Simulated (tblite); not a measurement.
Compound: C5H7ClF (doublet state).
Z-matrix (Å and degrees, GFN2-xTB geometry), rows numbered from 1:
```
F 
C   1  1.4013
C   2  1.4827  1  110.21
C   3  1.4435  2  111.30  1  -113.62
Cl  4  1.8837  3  107.38  2   -99.87
C   4  1.5218  3  105.49  2    15.60
C   2  1.5310  1  110.24  3  -114.96
H   2  1.0980  1  103.98  3   122.57
H   3  1.0729  2  123.55  1    69.52
H   4  1.0877  3  116.77  2   146.42
H   6  1.0874  4  112.81  3  -151.77
H   6  1.0914  4  108.28  3    87.71
H   7  1.0878  2  111.14  1   -26.50
H   7  1.0891  2  109.01  1  -146.87
```

All values are computed: GFN2-xTB (tblite) harmonic vibrations without scaling, gas phase. The method is semi-empirical: single wavenumbers can be off by several per cent or more. One conformer, not necessarily the lowest. Open shells enter through the occupations alone, without spin polarisation, and single modes of such species can be off by tens of per cent.

Harmonic wavenumbers (cm⁻¹): 73.4, 111.3, 217.8, 307.4, 369.0, 395.9, 452.9, 576.6, 681.3, 725.8, 802.1, 895.2, 948.1, 964.4, 975.2, 1045.5, 1070.1, 1081.6, 1121.7, 1140.0, 1172.3, 1222.3, 1253.2, 1268.6, 1275.4, 1308.1, 1314.8, 1451.2, 1464.3, 2885.1, 2980.8, 2986.2, 3014.5, 3030.2, 3033.8, 3154.9.

A = 4790, B = 1353, C = 1238 MHz; mass 121.022 u (most abundant isotopes); point group C1, symmetry number 1; spin multiplicity 2.

**Question.** Zero-point energy?

**Answer.** ½Σν̃ = 23386 cm⁻¹ = 66.86 kcal/mol.

**Question.** What is S at 400 K and 1 bar for an ideal gas of classical rigid rotors and harmonic oscillators?

**Answer.** Translation 41.77, rotation 28.96, vibration 22.79, spin (R ln 2) 1.38: S = 94.9 cal/(mol K).

**Question.** And Cp and H(400 K) − H(0)?

**Answer.** Cp = 35.61 cal/(mol K), of which vibrations give 27.66 (their classical limit is 36 R = 71.5); H(400 K) − H(0) = 8.27 kcal/mol without the zero-point energy, 5.09 from vibrations.

**Question.** Which modes carry the vibrational entropy at 400 K?

**Answer.** 73.4 cm⁻¹: 4.64; 111.3 cm⁻¹: 3.82; 217.8 cm⁻¹: 2.52; 307.4 cm⁻¹: 1.89; 369.0 cm⁻¹: 1.56; 395.9 cm⁻¹: 1.44 cal/(mol K); the other 30 give 6.91 together.

**Question.** How do the functions run with temperature in this model?

**Answer.** 
```tsv
T (K)	S (cal/(mol K))	Cp (cal/(mol K))	H − H(0) (kcal/mol)	G − H(0) (kcal/mol)	ln q(vib)
50	56.8	10.4	0.44	-2.40	0.17
100	65.0	13.5	1.04	-5.46	0.72
298.15	85.6	27.7	5.04	-20.50	3.48
373.15	92.5	33.6	7.34	-27.18	4.64
500	103.6	42.2	12.17	-39.62	6.70
750	123.1	53.7	24.29	-68.02	10.84
1000	139.6	60.9	38.68	-100.91	14.83
```

q(vib) and H(0) count from the zero-point level.

**Question.** What must be added to the electronic energy to get the Gibbs energy at 400 K and 1 bar?

**Answer.** ZPE + [H(400 K) − H(0)] − T·S = 66.86 + 8.27 − 37.96 = 37.17 kcal/mol.

Hindered rotation and anharmonicity are outside this model. Other conformers, if any are populated, would add a mixing term that is left out. The structure is chiral; the term R ln 2 for an equal mix with its mirror image is left out.

Hardware: one thread, Arm Neoverse N1 (aarch64) (shared host). Cost: 0.62 s. The figure is for the frequency step alone.
